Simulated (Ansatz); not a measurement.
`[SiH3][O][Sc]([Cl])[Cl]` + `O[SiH3]` → `[SiH3][O][Sc]([Cl])[O][SiH3]` + HCl  (ligand exchange at the Sc–Cl bond)

Computed with Ansatz on PBE0-D4/def2-TZVP structures; ΔE is electronic, products minus reactants. CCSD(T)/CBS adds triple-zeta CCSD(T) − MP2 to the extrapolated MP2 energy (def2 sets, frozen cores). This one scheme is used for every species. Functionals use def2-TZVPP. B3LYP here is the variant with VWN-RPA as its local correlation; programs differ in this. HSE06 is defined as in plane-wave codes. For Sc outer-core shells are correlated without core-valence functions, which leaves a few kJ/mol of doubt a bond. Scalar relativity is left out up to krypton. Each species was taken in one conformer, which may not be the lowest.

| level | ΔE (kJ/mol) | difference from CCSD(T)/CBS |
| --- | --- | --- |
| revPBE-D4 | 16.7 | 5.1 |
| B3LYP-D4 | 14.2 | 2.6 |
| r2SCANh-D4 | 20.2 | 8.6 |
| B2PLYP | 15.3 | 3.7 |
| PBE-QIDH | 19.1 | 7.5 |
| PBE | 20.0 | 8.4 |
| HSE06 | 22.3 | 10.7 |
| BHLYP | 19.0 | 7.4 |
| CAM-B3LYP | 13.9 | 2.3 |
| LC-ωPBE | 15.1 | 3.5 |
| HF/def2-SVP | 10.9 | -0.7 |
| CCSD/def2-SVP | -5.7 | -17.3 |
| HF/def2-TZVPP | 22.9 | 11.3 |
| SCS-MP2/def2-TZVPP | 10.9 | -0.7 |
| HF/def2-QZVPP | 22.1 | 10.5 |
| SCS-MP2/def2-QZVPP | 11.0 | -0.6 |
| CCSD(T)/CBS | 11.6 | 0 |

Largest T1 diagnostic among the species: 0.014.

In def2-TZVPP, CCSD(T) changes the Hartree–Fock value by −11.6 kJ/mol (the triples alone add −0.0 kJ/mol) and MP2 by −9.9 kJ/mol. At CCSD(T), def2-SVP lies −17.5 kJ/mol from the extrapolated value and def2-TZVPP −0.3 kJ/mol. Leaving LDA and LC-ωPBE aside and taking each functional with its dispersion term where it has one, the values, not all of them listed here, spread over 9.3 kJ/mol, from CAM-B3LYP-D4 to r2SCAN0-D4. LDA lies −3.7 kJ/mol from PBE without D4.
